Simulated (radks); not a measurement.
Results of a calculation; reference values are marked as such.
Ionisation of neutral arsenic, [Ar] 3d10 4s2 4p3, to As+, [Ar] 3d10 4s2 4p2, under several functionals. Dirac Kohn-Sham, spin-unpolarised, spherical densities, finite nucleus; open shells fill j = l - 1/2 first; a radial shooting solver on a logarithmic mesh with Libxc functionals.

| functional | E(As) (hartree) | Exc (hartree) | IE (eV) | -e(HOMO) (eV) | <r> HOMO (bohr) | IE error (eV) |
|---|---|---|---|---|---|---|
| XLYP | -2261.65950 | -84.44086 | 8.886 | 4.944 | 2.598 | -0.902 |
| PBEsol | -2259.32306 | -82.07091 | 8.987 | 5.047 | 2.570 | -0.802 |
| BP86 | -2261.54693 | -84.33284 | 9.110 | 5.169 | 2.571 | -0.679 |
| AM05 | -2258.03542 | -80.76482 | 8.946 | 5.006 | 2.570 | -0.843 |
| RPBE | -2261.15110 | -83.93220 | 8.940 | 5.016 | 2.585 | -0.849 |
| PBE | -2260.92299 | -83.69896 | 8.979 | 5.047 | 2.579 | -0.809 |
| BLYP | -2261.33781 | -84.11420 | 8.860 | 4.917 | 2.593 | -0.928 |
| LDA (Slater exchange, Perdew-Wang correlation) | -2257.87009 | -80.59352 | 9.145 | 5.189 | 2.570 | -0.644 |
| exchange-only PBE | -2259.35664 | -82.09279 | 8.158 | 4.291 | 2.649 | -1.631 |

NIST Atomic Spectra Database: 9.789 eV (measured). Closest: LDA (Slater exchange, Perdew-Wang correlation). The Delta-SCF values span 0.99 eV, the total energies 3.79 hartree. The highest occupied level is 4p3/2. Spin polarisation and multiplet splitting are left out, so open shells lie too high by an amount that depends on their filling.

Beside tabulated values, note that spin-unpolarised runs miss the spin-polarisation part of the exchange energy of open shells.
